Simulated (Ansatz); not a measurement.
Ideal-gas functions of Cl$_{2}$FHSn, SMILES `[F][SnH]([Cl])[Cl]` at 298.15 K and 1 bar, from an Ansatz frequency run at PBE0-D4/def2-TZVP.

Molar mass 209.62 g/mol, point group Cs (symmetry number 1), electronic degeneracy 1, moments of inertia 165.177, 279.545, 377.929 u Å². Harmonic wavenumbers (cm⁻¹, unscaled): 110, 146, 156, 389, 400, 543, 550, 646, 2012.

Use S(trans) = R[1.5 ln M + 2.5 ln T − 1.1517]; rotational temperatures θ = 24.2544 K / I; S(rot) = R[ln(√π/σ · √(T³/θAθBθC)) + 1.5]; for each mode x = 1.438777 ν̃/T, S = R[x/(eˣ − 1) − ln(1 − e⁻ˣ)] and H = RT x/(eˣ − 1); 1 cm⁻¹ = 0.0119627 kJ/mol; R = 8.31446 J/(mol·K).

Task: By hand: the entropy, in J/(mol·K).

Result: Translation 175.5. Rotation: θ = 0.1468, 0.0868, 0.0642 K, giving 117.8. Vibration, mode by mode: 13.68, 11.40, 10.87, 4.20, 4.03, 2.34, 2.28, 1.58, 0.01, in all 50.4. Electronic 0.0. Sum 343.7 J/(mol·K).

Task: By hand: H − E and G − E in kJ/mol, counted from the electronic energy.

Result: Zero-point energy ½ × 4952 × 0.0119627 = 29.6; thermal vibration 8.3; translation, rotation and pV give 4 RT = 9.9. H − E = 47.8 kJ/mol, and G − E = 47.8 − 298.15 × 343.7/1000 = -54.7 kJ/mol.

Vibration gives 15 % of the entropy, 25.1 J/(mol·K) of it from the modes under 150 cm⁻¹: soft modes count most, and the harmonic formula is weakest for them.
